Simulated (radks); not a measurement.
Spherical quantum dot in the effective-mass picture: electrons in a parabolic well V = omega^2 r^2 / 2 with omega = 0.363, with a point charge +1 (a donor) at the centre, all in effective atomic units (hartree* = m*/eps^2 hartree, bohr* = eps/m* bohr), one dielectric constant everywhere. Calculated with a radial shooting solver with Libxc functionals: non-relativistic Kohn-Sham, r2SCAN, spin-polarised, spherical densities, generalised Kohn-Sham scheme. Levels are named by radial order and angular momentum (1s, 1p, 1d, 2s, ...), and open shells are averaged over m. Results are scaled to m* = 0.064 and eps = 7.2, for which hartree* = 33.59 meV and bohr* = 5.953 nm.

N = 10, configuration 1s2 1p6 2s2. This is the lowest configuration that the search found. Occupied and some empty levels:

| level | occupation | eigenvalue (meV) | <r> (nm) |
|---|---|---|---|
| 1s | 2 | 98.110 | 12.95 |
| 1p | 6 | 106.87 | 19.66 |
| 2s | 2 | 111.91 | 18.00 |
| 1d | 0 | 114.45 | 22.34 |
| 1f | 0 | 122.96 | 24.33 |
| 2p | 0 | 125.61 | 21.13 |
| 1g | 0 | 132.40 | 26.02 |

Energy (meV): total 595.009, kinetic 107.79, external 80.062, Hartree 497.07, exchange-correlation -89.913.
